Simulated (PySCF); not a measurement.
AsH3, SMILES [AsH3]. Coordinates come from a PBE-D3(BJ)/def2-TZVPD optimisation.

### Question
Give the equilibrium geometry at PBE-D3(BJ)/def2-TZVPD (PySCF confirms it by a frequency run) as a Z-matrix, and its point group. (An estimate is asked for; the answer gives what the named calculation found.)

### Answer
point group C3v.
```
As
H 1 1.5358
H 1 1.5358 2 91.21
H 1 1.5358 2 91.21 3 -91.24
```
Charge 0, spin multiplicity 1.
